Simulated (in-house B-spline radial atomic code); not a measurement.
Values are calculated unless marked as measured or tabulated.
## Weak and strong correlation along the adiabatic connection

Two-electron singlets in several external potentials (atomic units), by full CI in B-splines with partial waves to l = 8 (correlation energies up to 0.6 % small). The repulsion is scaled by λ at fixed density; W(λ) is the mean repulsion less the Hartree energy, W(0) = E_x, and the area under W from 0 to 1 is E_xc.

Relative drop (W(λ) − E_x)/E_x:

| system | λ = 0.12 | λ = 0.25 | λ = 0.4 | λ = 0.6 | λ = 0.8 | λ = 1 |
| --- | --- | --- | --- | --- | --- | --- |
| ω²r²/2 − Z/r, ω = 1.29, Z = 0.7 | 0.0113 | 0.0229 | 0.0354 | 0.0509 | 0.0650 | 0.0780 |
| −Z/r, Z = 1.14, wall at 1.17 bohr | 0.0074 | 0.0151 | 0.0236 | 0.0343 | 0.0445 | 0.0541 |
| −Z/r, Z = 4.35, wall at 0.668 bohr | 0.0033 | 0.0068 | 0.0107 | 0.0159 | 0.0209 | 0.0258 |
| ω²r²/2 − Z/r, ω = 0.897, Z = 0.3 | 0.0150 | 0.0301 | 0.0460 | 0.0652 | 0.0824 | 0.0978 |
| −V exp(−r²/w²), V = 3.17, w = 4.38 | 0.0219 | 0.0431 | 0.0647 | 0.0897 | 0.1110 | 0.1294 |
| ω²r²/2 − Z/r, ω = 0.0443, Z = 0.7 | 0.0425 | 0.0800 | 0.1150 | 0.1514 | 0.1795 | 0.2017 |
| ω²r²/2 − Z/r, ω = 0.107, Z = 0.5 | 0.0340 | 0.0647 | 0.0941 | 0.1257 | 0.1511 | 0.1719 |

**Question.** Order the systems by how far second-order (GL2) theory, half the initial slope (estimated from the first points of each curve), overshoots the correlation energy, least first.
A. −Z/r, Z = 1.14, wall at 1.17 bohr
B. ω²r²/2 − Z/r, ω = 0.0443, Z = 0.7
C. ω²r²/2 − Z/r, ω = 0.107, Z = 0.5
D. ω²r²/2 − Z/r, ω = 1.29, Z = 0.7
E. −Z/r, Z = 4.35, wall at 0.668 bohr
F. ω²r²/2 − Z/r, ω = 0.897, Z = 0.3
G. −V exp(−r²/w²), V = 3.17, w = 4.38

**Answer.** E (GL2/E_c = 1.05), A (GL2/E_c = 1.10), D (GL2/E_c = 1.16), F (GL2/E_c = 1.21), G (GL2/E_c = 1.31), C (GL2/E_c = 1.51), B (GL2/E_c = 1.58).

**Question.** What else changes along this order?

**Answer.** The ratio follows the bend of the curve. With it the leading natural occupation goes from 1.998 to 1.865 and −T_c/E_c from 0.95 to 0.63 between the first and the last.
